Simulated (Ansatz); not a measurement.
Start from `NCB(O)O` and change one atom or group to get `NCB(N)O`.

Ansatz, PBE0-D4/def2-TZVP geometries, multiplicity 1. Each molecule was computed in one conformer, which needn't be the lowest.

```tsv
property	`NCB(O)O`
size of the dipole moment (PBE/def2-TZVPP) / D	1.63
HOMO energy (B3LYP/def2-TZVPP) / eV	-7.05
LUMO energy (PBE/def2-TZVPP) / eV	-0.17
size of the dipole moment (B3LYP/def2-TZVPP) / D	1.68
HOMO energy (PBE/def2-TZVPP) / eV	-5.79
LUMO energy (PBE0/def2-TZVPP) / eV	0.65
```

Q: What does the change do to each property? (An estimate is asked.)

A: Computed: 
| property | `NCB(N)O` | shift |
| --- | --- | --- |
| size of the dipole moment (PBE/def2-TZVPP) / D | 2.33 | 0.70 |
| HOMO energy (B3LYP/def2-TZVPP) / eV | -6.88 | 0.17 |
| LUMO energy (PBE/def2-TZVPP) / eV | -0.03 | 0.14 |
| size of the dipole moment (B3LYP/def2-TZVPP) / D | 2.42 | 0.74 |
| HOMO energy (PBE/def2-TZVPP) / eV | -5.62 | 0.17 |
| LUMO energy (PBE0/def2-TZVPP) / eV | 0.77 | 0.12 |

With PBE0 the HOMO rises by 0.18 eV and the LUMO rises by 0.12 eV, so the gap narrows by about 0.06 eV. PBE moves the HOMO by 0.17 eV and ωB97M-V by 0.18 eV. Dipoles are sizes alone; their direction can turn.

B3LYP here is the variant with VWN-RPA as its local correlation; programs differ in this.
